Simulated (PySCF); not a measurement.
AlF2, SMILES [F][Al][F], multiplicity 2.

Geometry: B3LYP-D3(BJ)/def2-TZVP. The multiplicity is an assumed one; other spin states were not compared. The isomer is the one that the SMILES or the coordinates give; other isomers of the formula were not compared.

The numbers are results of B3LYP-D3(BJ)/def2-TZVP in PySCF, not measurements.

Frequencies are harmonic and unscaled.

```
mode  ν (cm⁻¹)  IR (km/mol)  moving atoms (share of kinetic energy)
----  --------  -----------  --------------------------------------
1          230         34.4                         F 69 %, Al 31 %
2          743         68.1                         F 72 %, Al 28 %
3          890        148.7                         Al 51 %, F 49 %
```
